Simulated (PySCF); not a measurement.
## Two-component Hartree-Fock for Pb⁸¹⁺ (lead, charge +81)

Start: 1s1; 1s1/2 filled at m_j = +1/2. Calculated with PySCF 2.14 in an uncontracted even-tempered set (14 s from 300 bohr⁻², ratio 2.4; 11 p from 400 bohr⁻², ratio 2.4; 3 d from 1200 bohr⁻², ratio 2.6; 3 f from 1800 bohr⁻², ratio 2.6): generalised Hartree-Fock with the X2C-1e Hamiltonian and a Gaussian nucleus; one run each with spin-orbit coupling (SO) switched off, then screened by Boettger's factors.

```tsv
spinor shell	electrons	ε, spin-free (eV)	ε, screened SO (eV)	weight of nominal j (screened SO)	rms radius, screened SO (bohr)
1s1/2	1	-101513.6	-101513.6	1.000	0.0178
```

```csv
quantity,spin-free,screened SO
E (hartree),-3730.55557,-3730.55557
M_J,1/2,1/2
⟨J²⟩,0.750,0.750
⟨L²⟩,0.000,0.000
⟨S²⟩,0.750,0.750
```

Breit and QED terms are absent; they matter most for the inner s and p1/2 levels.

Densities and radii are taken from the X2C orbitals without a picture-change correction, which distorts them close to the nucleus.

Without spin-orbit coupling the j labels of p, d and f shells carry no meaning; the spin-free column gives the mean over the occupied spinors of each nl shell.
